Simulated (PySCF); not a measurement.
Structure problem from calculated spectra and properties.

Formula: C8H6N2.

* Dipole: 4.31 D [CAM-B3LYP/def2-SVPD]
* Rotational structure: rotational constants A, B, C: 3.235, 1.325, 0.940 GHz [GFN2-xTB]
* Polarisability: 103.7 au [CAM-B3LYP/def2-SVPD]
* UV, strongest line: among the 8 lowest singlet transitions: S8 at 6.50 eV (191 nm, f = 1.131) [TDDFT CAM-B3LYP/def2-SVPD]
* 1H NMR: chemical shifts (computed TMS as zero) by class: 9.62 (2 H), 8.45 (2 H), 7.66 (2 H) ppm [GIAO PBE0/pcSseg-1]
* 13C NMR: chemical shifts (computed TMS as zero) by class: 160.0 (1 C), 158.8 (2 C), 143.1 (2 C), 126.5 (1 C), 126.5 (2 C) ppm [GIAO PBE0/pcSseg-1]
* UV, first state: lowest singlet excitation: 4.10 eV (302 nm, f = 0.000) [TDDFT CAM-B3LYP/def2-SVPD]
* Triplet: lowest triplet excitation (Tamm–Dancoff): 3.44 eV [TDA CAM-B3LYP/def2-SVPD]
* NMR, other nuclei: isotropic shieldings of nuclei other than C and H, by class: -99 (2 N) ppm [GIAO PBE0/pcSseg-1]

The electronic properties come from PySCF, for the isolated species, density fitting. Levels stand in brackets. Isolated species at its GFN2-xTB geometry, gas phase. Each NMR value is the plain mean over a class of atoms that symmetry, rotation or inversion makes alike.

**Question.** What is the compound? Reason from the data.

**Answer.** Numbering: `[cH:1]1[cH:2][n:3][c:4]2[n:5][cH:6][cH:7][cH:8][c:9]2[cH:10]1`. Its formula, C8H6N2, gives 7 degrees of unsaturation: 2 rings and 5 π bonds in the structure found (Kekulé form). 8 carbons fall into 5 classes; from least to most shielded: ring-fusion aromatic carbon [C4] (160.0 ppm), aromatic CH next to a ring nitrogen [C2/C6] (158.8 ppm, 2 C), aromatic CH carbon [C8/C10] (143.1 ppm, 2 C), ring-fusion aromatic carbon [C9] (126.5 ppm), aromatic CH carbon [C1/C7] (126.5 ppm, 2 C). Hydrogen classes from least to most shielded: 2 H on 2 like atoms (aromatic CH next to a ring nitrogen), C2/C6 (9.62 ppm), 2 H on 2 aromatic CH carbons, C8/C10 (8.45 ppm), 2 H on 2 aromatic CH carbons, C1/C7 (7.66 ppm). The other shieldings belong to: -99 ppm, pyridine-type nitrogen [N3/N5]. The optimised geometry has point group C2v and is an asymmetric top. Structure: 1,8-naphthyridine (`c1cnc2ncccc2c1`). Computed isomers that give other values at the same levels: `c1ccc2cnncc2c1` (13C chemical shifts (computed TMS as zero) by class: 154.4 (2 C), 136.9 (2 C), 132.0 (2 C), 129.8 (2 C) ppm); `C=Cc1cccc(C#N)n1` (rotational constant A: 2.226 GHz; this holds for the one conformer computed); `C=Nc1cccc(C#N)c1` (13C chemical shifts (computed TMS as zero) by class: 157.9 (1 C), 156.5 (1 C), 136.0 (1 C), 135.7 (1 C), 134.3 (1 C), 124.4 (1 C), 124.0 (1 C), 118.4 (1 C) ppm). The assignments are read from this structure; whether some other isomer fits the data as well wasn't checked.
